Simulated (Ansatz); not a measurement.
```yaml
crystal:
  periodic: [false, false, false]
  atoms:
    - {symbol: Zr, position_ang: [-0.036374, 0.146048, -0.105519]}
    - {symbol: H, position_ang: [0.159045, 0.026516, 1.860849]}
    - {symbol: H, position_ang: [1.765092, 0.085822, -0.704881]}
    - {symbol: Cl, position_ang: [-1.074310, 1.980781, -0.630045]}
    - {symbol: Cl, position_ang: [-0.982043, -2.101353, -0.676467]}
basis:
  gaussian: {orbitals: def2-mTZVP}
hamiltonian: {xc: {name: wB97X}}
scf: {lower_state_search: full}
```

```sh
$ ansatz run in.yaml --threads 4 --pin off --events-out ev --progress --plain --max-ram 3916MiB
```

Output, abridged:

```
Functional definition: wB97X
833 factors; integrals over basis functions are off by at most 2.2e-4 eV
256 factors; integrals over basis functions are off by at most 1.3e-5 eV
mean field evaluation 1: about -26358.3874 eV, gradient 2.6e1 eV
mean field evaluation 2: about -26358.4245 eV, gradient 2.6e1 eV
mean field evaluation 4: about -26360.9144 eV, gradient 1.8e0 eV
mean field evaluation 8: about -26360.9389 eV, gradient 2.2e-1 eV
mean field evaluation 16: about -26360.9393 eV, gradient 3.8e-4 eV
mean field evaluation 32: about -26360.9386 eV, gradient 3.0e-1 eV
mean field evaluation 64: about -26360.9393 eV, gradient 3.4e-5 eV
mean field -26360.93933842 eV, -968.7466526006 hartree, gradient 4.6e-5 eV, S^2 0.000000; 3 other end points of the search recorded, 0 dependent functions left out
reference -26360.93929086 eV, -968.7466508528 hartree; 24, 24 occupied and 59, 59 virtual orbitals, 833 factors
Total energy: -26360.93929086 eV, -968.7466508528 hartree
```

Run time 4.6 s (4 threads of Arm Neoverse V2 on a shared host).

In the def2 sets Zr takes a core potential; there is no spin–orbit coupling.
